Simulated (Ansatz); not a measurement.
Gas-phase reaction R1 → P1 + P2, each structure at its B3LYP-D3(BJ)/def2-TZVP stationary point, reached from a drawn start (curvature not checked).
P1, CF2 (SMILES F[C]F) (charge 0, multiplicity 1):
```
atom    x (Å)    y (Å)   z (Å)
----  -------  -------  ------
F     -1.5247   0.0159  0.0000
C      0.0000   0.0000  0.0000
F      1.5247  -0.0159  0.0000
```
R1: CF3 (SMILES F[C](F)F), charge 0, multiplicity 2.
P2: F atom, charge 0, multiplicity 2.

P less R. No zero-point or thermal terms; singlets are restricted closed shells; open shells are unrestricted; no spin–orbit coupling.

Correlated levels freeze the cores. CBS(a, b) extrapolates the correlation energy as X⁻³ and adds the Hartree–Fock energy of set b.

Run with Ansatz (Gaussian basis) for Hartree–Fock, density functionals and correlated methods. Each number belongs to the level named beside it.

| level | reaction energy (eV) |
|---|---|
| revPBE/def2-TZVPP | 8.171 |
| B3LYP/def2-TZVPP | 8.866 |
| CAM-B3LYP/def2-TZVPP | 9.349 |
| MP2/cc-pVTZ | 9.241 |
| MP2/CBS(cc-pVTZ, cc-pVQZ) | 9.259 |
| SCS-MP2/cc-pVTZ | 9.141 |
| SCS-MP2/cc-pVQZ | 9.155 |
| CCSD/cc-pVQZ | (withheld) |
| CCSD(T)/CBS(cc-pVTZ, cc-pVQZ) | (withheld) |

Complete the blanks.


- CCSD/cc-pVQZ, reaction energy (eV): 9.341
- CCSD(T)/CBS(cc-pVTZ, cc-pVQZ), reaction energy (eV): 8.808

Ansatz is a program for electronic structure.
